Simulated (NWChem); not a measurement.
All runs are NWChem calculations. System: AgF, charge 0, spin multiplicity 1, at a geometry optimised with PBE0/def2-SVP with def2 effective core potentials on Ag. The structure started from a generated list of species. Level: TD-BHandHLYP/def2-SVPD with def2 effective core potentials on Ag.

Job file:

```
start mol
memory heap 200 mb stack 900 mb global 1100 mb
geometry units angstroms nocenter noautoz
  Ag     0.000000     0.000000    -0.317217
  F      0.000000     0.000000     1.656577
  symmetry group C2v
end
basis spherical
  * library def2-svpd
end
ecp
  Ag library def2-ecp
end
dft
  xc bhlyp
  semidirect memsize 60000000 filesize 0
  iterations 100
end
tddft
  rpa
  nroots 6
  notriplet
  thresh 1e-4
end
task tddft energy
```

NWChem printed:

```
             Northwest Computational Chemistry Package (NWChem) 7.3.0
             --------------------------------------------------------

                                NWChem Input Module
                                -------------------

 Scaling coordinates for geometry "geometry" by  1.889725989
 (inverse scale =  0.529177249)

 Turning off AUTOSYM since
 SYMMETRY directive was detected!

                             Geometry "geometry" -> ""
                             -------------------------

 Output coordinates in angstroms (scale by  1.889725989 to convert to a.u.)

  No.       Tag          Charge          X              Y              Z
 ---- ---------------- ---------- -------------- -------------- --------------
    1 Ag                  47.0000     0.00000000     0.00000000    -0.31721700
    2 F                    9.0000     0.00000000     0.00000000     1.65657700

 Effective nuclear repulsion energy (a.u.)     113.4069595545

            Nuclear Dipole moment (a.u.)
            ----------------------------
        X                 Y               Z
 ---------------- ---------------- ----------------
     0.0000000000     0.0000000000    -0.0000113384

      Symmetry information
      --------------------

 Group name             C2v
 Group number             16
 Group order               4
 No. of unique centers     2

      Symmetry unique atoms

     1    2


 Summary of "ao basis" -> "" (spherical)
 ------------------------------------------------------------------------------
       Tag                 Description            Shells   Functions and Types
 ---------------- ------------------------------  ------  ---------------------
 *                         def2-svpd                  on all atoms

                                 NWChem DFT Module
                                 -----------------

 Summary of "ao basis" -> "ao basis" (spherical)
 ------------------------------------------------------------------------------
       Tag                 Description            Shells   Functions and Types
 ---------------- ------------------------------  ------  ---------------------
 Ag                        def2-svpd                12       34   5s4p2d1f
 F                         def2-svpd                 9       23   4s3p2d

 Summary of "ao basis" -> "ao basis" (spherical)
 ------------------------------------------------------------------------------
       Tag                 Description            Shells   Functions and Types
 ---------------- ------------------------------  ------  ---------------------
 Ag                        def2-svpd                12       34   5s4p2d1f
 F                         def2-svpd                 9       23   4s3p2d

      Symmetry analysis of basis
      --------------------------

        a1         26
        a2          5
        b1         13
        b2         13

            General Information
            -------------------
          SCF calculation type: DFT
          Wavefunction type:  closed shell.
          No. of atoms     :     2
          No. of electrons :    28
           Alpha electrons :    14
            Beta electrons :    14
          Charge           :     0
          Spin multiplicity:     1
          Use of symmetry is: off; symmetry adaption is: on
          Maximum number of iterations: 100
          AO basis - number of functions:    57
                     number of shells:    21
          Convergence on energy requested:  1.00D-06
          Convergence on density requested:  1.00D-05
          Convergence on gradient requested:  5.00D-04

              XC Information
              --------------
                        BHLYP Method XC Functional
                     Hartree-Fock (Exact) Exchange  0.500
                        Slater Exchange Functional  0.500 local
                    Becke 1988 Exchange Functional  0.500 non-local
              Lee-Yang-Parr Correlation Functional  1.000

             Grid Information
             ----------------
          Grid used for XC integration:  medium
          Radial quadrature: Mura-Knowles
          Angular quadrature: Lebedev.
          Tag              B.-S. Rad. Rad. Pts. Rad. Cut. Ang. Pts.
          ---              ---------- --------- --------- ---------
          Ag                  1.60      123          10.0       590
          F                   0.50       49          10.0       434
          Grid pruning is: on
          Number of quadrature shells:   172
          Spatial weights used:  Erf1

          Convergence Information
          -----------------------
          Convergence aids based upon iterative change in
          total energy or number of iterations.
          Levelshifting, if invoked, occurs when the
          HOMO/LUMO gap drops below (HL_TOL):  1.00D-02
          DIIS, if invoked, will attempt to extrapolate
          using up to (NFOCK): 10 stored Fock matrices.

                    Damping( 0%)  Levelshifting(0.5)       DIIS
                  --------------- ------------------- ---------------
          dE  on:    start            ASAP                start
          dE off:    2 iters        100 iters           100 iters

      Screening Tolerance Information
      -------------------------------
          Density screening/tol_rho:  1.00D-10
          AO Gaussian exp screening on grid/accAOfunc:  14
          CD Gaussian exp screening on grid/accCDfunc:  20
          XC Gaussian exp screening on grid/accXCfunc:  20
          Schwarz screening/accCoul:  1.00D-08

      Superposition of Atomic Density Guess
      -------------------------------------
[...]
                 BHLYP Method XC Functional
              Hartree-Fock (Exact) Exchange   0.50
                 Slater Exchange Functional   0.50 local
             Becke 1988 Exchange Functional   0.50 non-local
       Lee-Yang-Parr Correlation Functional   1.00

             TDDFT Information
             -----------------
          Calculation type : TDDFT
         Wavefunction type : Restricted singlets
          No. of electrons :      28
           Alpha electrons :      14
            Beta electrons :      14
              No. of roots :       6
          Max subspacesize :    5200
            Max iterations :     100
               Target root :       1
           Target symmetry : none
      Symmetry restriction : off
                 Algorithm : Optimal
        Davidson threshold :  0.10D-03

            Memory Information
            ------------------
          Available GA space size is         144175951 doubles
          Available MA space size is          50642972 doubles
          Length of a trial vector is          602
          Algorithm : Incore multiple tensor contraction
          Estimated peak GA usage is          12697772 doubles
          Estimated peak MA usage is             25800 doubles

    6 smallest eigenvalue differences (eV)
--------------------------------------------------------
  No. Spin  Occ  Vir  Irrep   E(Occ)    E(Vir)   E(Diff)
--------------------------------------------------------
    1    1   14   15 a1       -0.348    -0.093     6.941
    2    1   13   15 b2       -0.363    -0.093     7.336
    3    1   12   15 b1       -0.363    -0.093     7.336
    4    1   11   15 a1       -0.441    -0.093     9.448
    5    1   10   15 a2       -0.441    -0.093     9.449
    6    1    9   15 b2       -0.456    -0.093     9.881
--------------------------------------------------------

  Entering Davidson iterations
  Restricted singlet excited states

  Iter   NTrls   NConv    DeltaV     DeltaE      Time
  ----  ------  ------  ---------  ---------  ---------
    1      6       0     0.26E+00   0.10+100        2.3
    2     18       0     0.65E-01   0.18E-01        3.2
    3     30       0     0.21E-01   0.12E-02        3.1
    4     42       0     0.29E-02   0.16E-03        3.1
    5     54       3     0.81E-03   0.50E-05        3.4
    6     60       5     0.13E-03   0.16E-06        2.4
    7     61       6     0.67E-04   0.62E-08        2.0
  ----  ------  ------  ---------  ---------  ---------
  Convergence criterion met

  Ground state a1       -246.578997697808 a.u.

  ----------------------------------------------------------------------------
  Root   1 singlet a1             0.138074293 a.u.                3.7572 eV
  ----------------------------------------------------------------------------
     Transition Moments    X -0.00000   Y  0.00000   Z -0.32612
     Transition Moments   XX  0.94555  XY -0.00000  XZ  0.00000
     Transition Moments   YY  0.94555  YZ -0.00000  ZZ -2.37333
     Dipole Oscillator Strength                    0.0097900327
     Electric Quadrupole                           0.0000000515
     Magnetic Dipole                               0.0000000000
     Total Oscillator Strength                     0.0097900842

          sigma_e =   1.8047 Angstrom
          sigma_h =   1.2857 Angstrom
         |d_h->e| =   1.2466 Angstrom
            d_exc =   2.5233 Angstrom
            d_CD1 =   1.7656 Angstrom
            d_CD2 =  -0.2986 Angstrom
            d_CD3 =   3.7699 Angstrom
     Pearson C.C. =   0.0209

     Occ.    7  a1  ---  Virt.   15  a1   0.26415 X
     Occ.    7  a1  ---  Virt.   19  a1  -0.06539 X
     Occ.   14  a1  ---  Virt.   15  a1   0.95348 X
     Occ.   14  a1  ---  Virt.   19  a1  -0.10324 X
  ----------------------------------------------------------------------------
  Root   2 singlet b2             0.148804640 a.u.                4.0492 eV
  ----------------------------------------------------------------------------
     Transition Moments    X  0.07502   Y -0.35214   Z -0.00000
     Transition Moments   XX  0.00000  XY  0.00000  XZ -0.11045
     Transition Moments   YY  0.00000  YZ  0.51830  ZZ -0.00000
     Dipole Oscillator Strength                    0.0128599089
     Electric Quadrupole                           0.0000000049
     Magnetic Dipole                               0.0000000475
     Total Oscillator Strength                     0.0128599614

          sigma_e =   1.8184 Angstrom
          sigma_h =   1.2805 Angstrom
         |d_h->e| =   1.5687 Angstrom
            d_exc =   2.6979 Angstrom
            d_CD1 =   2.1067 Angstrom
            d_CD2 =   0.0193 Angstrom
            d_CD3 =   4.2667 Angstrom
     Pearson C.C. =   0.0276

     Occ.    8  b1  ---  Virt.   15  a1  -0.05729 X
     Occ.    9  b2  ---  Virt.   15  a1  -0.26888 X
     Occ.    9  b2  ---  Virt.   19  a1   0.05995 X
     Occ.   12  b1  ---  Virt.   15  a1   0.19670 X
     Occ.   13  b2  ---  Virt.   15  a1  -0.92318 X
     Occ.   13  b2  ---  Virt.   18  a1  -0.11091 X
     Occ.   13  b2  ---  Virt.   19  a1   0.09411 X
     Occ.   13  b2  ---  Virt.   25  a1  -0.06288 X
  ----------------------------------------------------------------------------
  Root   3 singlet b1             0.148804642 a.u.                4.0492 eV
  ----------------------------------------------------------------------------
     Transition Moments    X  0.35209   Y  0.07503   Z -0.00000
     Transition Moments   XX  0.00000  XY  0.00000  XZ -0.51839
     Transition Moments   YY  0.00000  YZ -0.11043  ZZ -0.00000
     Dipole Oscillator Strength                    0.0128562939
     Electric Quadrupole                           0.0000000049
     Magnetic Dipole                               0.0000000475
     Total Oscillator Strength                     0.0128563463

          sigma_e =   1.8184 Angstrom
          sigma_h =   1.2805 Angstrom
         |d_h->e| =   1.5687 Angstrom
            d_exc =   2.6979 Angstrom
            d_CD1 =   2.1067 Angstrom
            d_CD2 =   0.0193 Angstrom
            d_CD3 =   4.2666 Angstrom
     Pearson C.C. =   0.0276

     Occ.    8  b1  ---  Virt.   15  a1  -0.26888 X
     Occ.    8  b1  ---  Virt.   19  a1   0.05993 X
     Occ.    9  b2  ---  Virt.   15  a1   0.05729 X
     Occ.   12  b1  ---  Virt.   15  a1   0.92318 X
     Occ.   12  b1  ---  Virt.   18  a1   0.11091 X
     Occ.   12  b1  ---  Virt.   19  a1  -0.09412 X
     Occ.   12  b1  ---  Virt.   25  a1   0.06290 X
     Occ.   13  b2  ---  Virt.   15  a1   0.19670 X
  ----------------------------------------------------------------------------
  Root   4 singlet a1             0.188610321 a.u.                5.1324 eV
  ----------------------------------------------------------------------------
     Transition Moments    X  0.00000   Y  0.00000   Z -0.00000
     Transition Moments   XX -0.91869  XY  0.00000  XZ -0.00000
     Transition Moments   YY  0.91869  YZ -0.00000  ZZ  0.00000
     Dipole Oscillator Strength                    0.0000000000
     Electric Quadrupole                           0.0000000302
     Magnetic Dipole                               0.0000000000
     Total Oscillator Strength                     0.0000000302

          sigma_e =   1.7165 Angstrom
          sigma_h =   0.8148 Angstrom
         |d_h->e| =   0.6081 Angstrom
            d_exc =   1.9930 Angstrom
            d_CD1 =   1.5098 Angstrom
            d_CD2 =  -0.6576 Angstrom
            d_CD3 =   2.6011 Angstrom
     Pearson C.C. =   0.0029

     Occ.   11  a1  ---  Virt.   15  a1   0.98368 X
     Occ.   11  a1  ---  Virt.   18  a1   0.06429 X
     Occ.   11  a1  ---  Virt.   19  a1  -0.16163 X
  ----------------------------------------------------------------------------
  Root   5 singlet a2             0.188610968 a.u.                5.1324 eV
  ----------------------------------------------------------------------------
     Transition Moments    X  0.00000   Y -0.00000   Z  0.00000
     Transition Moments   XX  0.00000  XY  0.91869  XZ -0.00000
     Transition Moments   YY  0.00000  YZ  0.00000  ZZ -0.00000
     Dipole Oscillator Strength                    0.0000000000
     Electric Quadrupole                           0.0000000302
     Magnetic Dipole                               0.0000000000
     Total Oscillator Strength                     0.0000000302

          sigma_e =   1.7165 Angstrom
          sigma_h =   0.8148 Angstrom
         |d_h->e| =   0.6081 Angstrom
            d_exc =   1.9930 Angstrom
            d_CD1 =   1.5098 Angstrom
            d_CD2 =  -0.6576 Angstrom
            d_CD3 =   2.6011 Angstrom
     Pearson C.C. =   0.0029

     Occ.   10  a2  ---  Virt.   15  a1  -0.98368 X
     Occ.   10  a2  ---  Virt.   18  a1  -0.06429 X
     Occ.   10  a2  ---  Virt.   19  a1   0.16163 X
  ----------------------------------------------------------------------------
  Root   6 singlet b2             0.221384740 a.u.                6.0242 eV
  ----------------------------------------------------------------------------
     Transition Moments    X  0.00000   Y -0.00847   Z  0.00000
     Transition Moments   XX  0.00000  XY -0.00000  XZ -0.00000
     Transition Moments   YY  0.00000  YZ  1.09055  ZZ -0.00000
     Dipole Oscillator Strength                    0.0000105821
     Electric Quadrupole                           0.0000000687
     Magnetic Dipole                               0.0000000469
     Total Oscillator Strength                     0.0000106978

          sigma_e =   1.8098 Angstrom
          sigma_h =   1.2382 Angstrom
         |d_h->e| =   1.3903 Angstrom
            d_exc =   2.5325 Angstrom
            d_CD1 =   1.9619 Angstrom
            d_CD2 =  -0.1337 Angstrom
            d_CD3 =   3.9228 Angstrom
     Pearson C.C. =   0.0732

     Occ.    9  b2  ---  Virt.   15  a1  -0.94113 X
     Occ.    9  b2  ---  Virt.   18  a1  -0.07844 X
     Occ.    9  b2  ---  Virt.   19  a1   0.12939 X
     Occ.   13  b2  ---  Virt.   15  a1   0.26950 X
     Occ.   13  b2  ---  Virt.   18  a1   0.09857 X

              Target root =      1
          Target symmetry = none
      Ground state energy =   -246.578997697808
        Excitation energy =      0.138074292666
     Excited state energy =   -246.440923405142

  stored tddft:energy   -246.44092340514172

 Task  times  cpu:       20.8s     wall:       20.8s

 Total times  cpu:       20.9s     wall:       20.9s
```
